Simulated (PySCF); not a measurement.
Computed properties of C₄H₁₀BN, SMILES C=C(C)B(C)N

C4H10BN, SMILES C=C(C)B(C)N. Coordinates come from a TPSSh-D3(BJ)/def2-SVP optimisation. This is a generated structure with no PubChem entry under its InChIKey; it may be hypothetical. Other conformers were not sampled. All values are computed for the isolated molecule unless a solvent is named; none is compared with measurement here.

**Structure.** All 42 harmonic modes at TPSSh-D3(BJ)/def2-SVP (PySCF) are real, so it is a minimum. With heavy atoms numbered as in [CH2:1]=[C:2]([CH3:3])[B:4]([CH3:5])[NH2:6], the shortest bond between them is C1–C2 at 1.348 Å and the longest B4–C5 at 1.588 Å.

**Vibrations.** The strongest infrared lines (harmonic, unscaled, degenerate partners summed) lie at 550 cm⁻¹ (136 km/mol, H 78 %, N 20 %), 1607 cm⁻¹ (131 km/mol, H 73 %, N 19 %), 1340 cm⁻¹ (71 km/mol, H 54 %, C 31 %, B 14 %). The softest mode is at 63 cm⁻¹ and the zero-point energy is 86.7 kcal/mol.

**Electronic structure.** ωB97X/def2-TZVP (PySCF) places the frontier levels at -9.37 and 1.95 eV, a gap of 11.32 eV, and gives a dipole moment of 1.15 D and a mean polarisability of 70.9 bohr³. PBE/def2-TZVP (PySCF) at the same geometry gives -5.91 and -1.21 eV, so its gap is 6.62 eV narrower. An orbital gap is neither the optical nor the fundamental gap.

**Excitations.** TDA-M06-2X/def2-SVPD (PySCF) has S1 at 6.38 eV (194 nm, f = 0.023, weak); the most intense of the 10 singlets computed lies at 8.27 eV (f = 0.26). T1 (TDA) is at 4.28 eV, 2.10 eV under S1. TDA-PBE/def2-SVPD (PySCF) puts S1 at 5.65 eV. No vertical singlet excitation falls in the visible range (under 3.1 eV).

**NMR.** GIAO shifts at B3LYP/pcSseg-1 (PySCF) (non-relativistic, atoms alike by connectivity averaged): ¹³C from 6.6 to 164.5 ppm against TMS; ¹H from 0.7 to 5.7 ppm against TMS; ¹¹B at 30.9 ppm against BF3.
